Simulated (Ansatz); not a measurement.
Geometry optimisation, RKS PBE0/def2-SVP (Ansatz).

input.yaml

```yaml
crystal:
  periodic: [false, false, false]
  atoms:
    - { symbol: Si, position_ang: [-0.4636, 0.0292, -0.4916] }
    - { symbol: O, position_ang: [1.5032, 0.5946, -0.7857] }
    - { symbol: O, position_ang: [0.0027, -1.0262, -1.5524] }
    - { symbol: H, position_ang: [1.1233, -0.4105, -1.4784] }
    - { symbol: H, position_ang: [-1.2185, 1.2091, -0.8923] }
    - { symbol: C, position_ang: [-0.625, -0.3743, 1.3445] }
    - { symbol: H, position_ang: [1.6546, 1.3748, -1.3153] }
    - { symbol: H, position_ang: [-0.7, 0.5208, 1.9544] }
    - { symbol: H, position_ang: [0.2349, -0.942, 1.6886] }
    - { symbol: H, position_ang: [-1.5116, -0.9753, 1.5282] }
basis:
  gaussian: { orbitals: def2-SVP }
hamiltonian:
  xc: pbe0
relax:
  f_tol: 0.15
  max_steps: 25
  restrain:
    - { distance: [3, 1], at: 2.27, k: 30.0 }
    - { distance: [0, 1], at: 1.77, k: 30.0 }
    - { distance: [3, 2], at: 0.97, k: 30.0 }
output:
  orbitals: {}
```

Command:

```bash
$ ansatz run input.yaml --threads 2 --pin off --max-ram 3072MiB --backend cpu --events-out ev --progress --plain --runs-dir out
```

Question: Where does it end, and by what steps?

Answer: It converged. The restraints hold the end off the free minimum. After 9 steps the energy has fallen by 2.129 eV (the restraints' own energy left out); H4 moved furthest, 0.74 Å. Joined: O3–H4.

```csv
step,energy less start (eV),largest force component (eV/Å),accepted
0,0.0000,2.181,yes
1,-0.5964,2.924,yes
2,-1.4244,2.473,yes
3,-1.9937,1.291,yes
4,-2.1029,1.147,yes
5,-2.1113,1.204,yes
6,-2.1205,1.277,yes
7,-2.1283,1.237,yes
8,-2.0220,2.842,no
9,-2.1295,1.237,yes
```

```xyz
10
Properties=species:S:1:pos:R:3
Si -0.175 0.178 -0.451
O 1.420 0.824 -0.570
O -0.040 -1.123 -1.480
H 0.880 -1.042 -1.771
H -1.169 1.172 -0.955
C -0.545 -0.336 1.292
H 1.494 1.664 -1.033
H -0.642 0.543 1.947
H 0.262 -0.974 1.680
H -1.486 -0.906 1.340
```

Run time: 19 s on 2 threads of Arm Neoverse V1, on a shared host, peak memory 0.17 GiB.
